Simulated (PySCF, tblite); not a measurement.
Isomers of C7H13ClO2, one GFN2-xTB conformer each. Single-point energies are computed at PBE0/pcSseg-1 (PySCF, gas phase, no added dispersion term), electronic only.

Problem. Rank them by PBE0/pcSseg-1 energy, lowest first (kcal/mol).
A. `[CH3:1][CH2:2][C@@H:3]([C:4](=[O:5])[Cl:6])[C@H:7]([CH3:8])[O:9][CH3:10]` with C1–C2–C3–C4 67°, C2–C3–C4–O5 64°, C2–C3–C7–C8 180°, C3–C7–O9–C10 -154°
B. `[CH3:1][O:2][C@@H:3]([CH3:4])[C:5]([CH3:6])([CH3:7])[C:8](=[O:9])[Cl:10]` with C1–O2–C3–C4 78°, O2–C3–C5–C6 -61°, C3–C5–C8–O9 125°

Solution. B (0.0), A (1.0).

As drawn, the lower has a quaternary carbon, which the higher lacks. Neighbours under 2.5 kcal/mol apart (CO[C@@H](C)C(C)(C)C(=O)Cl and CC[C@@H](C(=O)Cl)[C@H](C)OC) can change places with a better method, another conformer or zero-point energy. GFN2-xTB itself gives, in the same order: 0.0, 1.2. Both levels put the same isomer lowest.

Problem. Which frontier levels, dipoles and rotational constants go with these structures?

Solution. 
```json
{"SMILES": "CO[C@@H](C)C(C)(C)C(=O)Cl", "HOMO (eV, PBE0/pcSseg-1)": "-7.70", "LUMO (eV)": "-0.97", "dipole (D)": "3.15", "A, B, C (MHz)": "1607, 800.2, 729.3"}
{"SMILES": "CC[C@@H](C(=O)Cl)[C@H](C)OC", "HOMO (eV, PBE0/pcSseg-1)": "-7.70", "LUMO (eV)": "-1.09", "dipole (D)": "2.84", "A, B, C (MHz)": "1561, 732.0, 587.7"}
```

Problem. What happens when harmonic zero-point energies from GFN2-xTB frequencies are added?

Solution. 
```tsv
SMILES	ZPE (kcal/mol)	electronic (kcal/mol)	with ZPE (kcal/mol)
CO[C@@H](C)C(C)(C)C(=O)Cl	118.6	0.0	0.0
CC[C@@H](C(=O)Cl)[C@H](C)OC	118.8	1.0	1.3
```

The zero-point energies span 0.2 kcal/mol. The order is unchanged.

Problem. As an exercise, what shares would exp(−E/RT) give at 298.15 K from these electronic energies alone (no entropy, no degeneracies)?

Solution. RT = 0.592 kcal/mol: CO[C@@H](C)C(C)(C)C(=O)Cl 84.9 %, CC[C@@H](C(=O)Cl)[C@H](C)OC 15.1 %.
